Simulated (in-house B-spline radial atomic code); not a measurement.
**Functionals against ionisation energies along an isoelectronic series: Cu to Se⁵⁺**

Ionisation energies as differences of self-consistent total energies from an all-electron radial atomic-structure program (B-spline basis): all electrons, radial basis limit, scalar-relativistic (one-electron X2C), spin-polarised at highest spin, spherical densities; exact exchange is averaged over the determinants of each configuration. No spin-orbit coupling, Breit or QED terms. NIST's values run from ground level to ground level, so in open shells the differences also hold multiplet and fine-structure energies that spherical high-spin averages miss. Columns give computed minus NIST, in eV; a star marks a semi-empirical value. Species are left out where the tabulated value is theory, is uncertain by more than 0.12 eV, or (13 ions, such as In⁴⁺, Te⁴⁺ and Bi⁴⁺) lies off its series for all methods alike, which flatters the means a little.

| species | shell | NIST (eV) | Hartree-Fock | LDA VWN5 | TPSSh | CAM-B3LYP | B97-1 | revTPSS |
| --- | --- | --- | --- | --- | --- | --- | --- | --- |
| Cu | 4s | 7.73 | -1.15 | +0.90 | +0.29 | +0.40 | +0.10 | +0.43 |
| Zn⁺ | 4s | 17.96 | -1.11 | +1.06 | +0.33 | +0.67 | +0.17 | +0.42 |
| Ga²⁺ | 4s | 30.73 | ? | ? | ? | ? | ? | ? |
| Ge³⁺ | 4s | 45.72 | -1.09 | +1.32 | +0.42 | +1.04 | +0.27 | +0.43 |
| As⁴⁺ | 4s | 62.77 ± 0.06 | -1.07 | +1.45 | +0.50 | +1.22 | +0.34 | +0.47 |
| Se⁵⁺ | 4s | 81.83 ± 0.03 | -1.07 | +1.57 | +0.57 | +1.37 | +0.41 | +0.51 |

(1) What are the differences for Ga²⁺ ([Ar] 3d10 4s1)?

(2) How do the methods rank, and which species is hardest?

## Answers

(1) Hartree-Fock -1.09; LDA VWN5 +1.20; TPSSh +0.37; CAM-B3LYP +0.87; B97-1 +0.22; revTPSS +0.42 eV.

(2) Mean absolute (signed) differences: B97-1 0.25 (+0.25) eV; TPSSh 0.41 (+0.41) eV; revTPSS 0.45 (+0.45) eV; CAM-B3LYP 0.93 (+0.93) eV; Hartree-Fock 1.10 (-1.10) eV; LDA VWN5 1.25 (+1.25) eV. For Se⁵⁺, which loses a 4s electron, the nearest method is off by +0.41 eV, the largest such miss. Hartree-Fock comes too low mainly by the correlation energy of the removed electron.
